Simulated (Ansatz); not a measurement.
Reaction (formal exchange of groups at a Ge–B bond): `O[B](F)[GeH2][SiH3]` + CH₃OH → `O[CH2][GeH2][SiH3]` + `OBF`

Isolated molecules relaxed with PBE0-D4/def2-TZVP in Ansatz; ΔE leaves out vibrations. CCSD(T)/CBS adds triple-zeta CCSD(T) − MP2 to the extrapolated MP2 energy (def2 sets, frozen cores). This one scheme is used for every species. DFT in def2-TZVPP. B3LYP here is the variant with VWN-RPA as its local correlation; programs differ in this. For Ge outer-core shells are correlated without core-valence functions, which leaves a few kJ/mol of doubt a bond. Scalar relativity is left out up to krypton. One conformer a species, not always the lowest.

```json
{"level": "PBE0", "ΔE (eV)": "0.24"}
{"level": "B3LYP", "ΔE (eV)": "0.19"}
{"level": "MP2/def2-QZVPP", "ΔE (eV)": "0.15"}
{"level": "SCS-MP2/def2-QZVPP", "ΔE (eV)": "0.14"}
```

Problem. What does CCSD(T)/CBS give? (An estimate is asked.)

Solution. Computed: +0.19 eV. The listed levels differ from it by 0.05, 0.00, -0.04, -0.05 eV.

Largest T1 diagnostic among the species: 0.013.
